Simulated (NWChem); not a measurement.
CH$_{2}$N, doublet; SMILES C=[N]

Computed with NWChem. Spin-unrestricted. In the optimisation the excess spin sits in b2 (C2v, its own frame). Coordinates come from a PBE0/def2-SVP, spin-unrestricted optimisation. No stability test was run on the SCF state. Total energies compare along this basis series because the functional is fixed.

```tsv
level	basis functions	energy (Ha)	highest occupied level (eV)	lowest empty minus highest occupied level, either spin (eV)	dipole (D)
PBE/3-21G	22	-93.3369	?	2.27	?
PBE/pcseg-1	38	-93.8468	-6.02	2.25	2.44
PBE/aug-pcseg-1	64	-93.8529	-6.16	2.21	2.48
PBE/pcseg-2	88	-93.9006	-6.15	2.25	2.48
PBE/def2-TZVPP	90	-93.9003	-6.11	2.26	2.43
PBE/def2-QZVP	174	-93.9065	-6.15	2.25	2.46
```

### Question
Complete the blanks.

### Answer

- PBE/3-21G, highest occupied level (eV): -5.58
- PBE/3-21G, dipole (D): 2.24
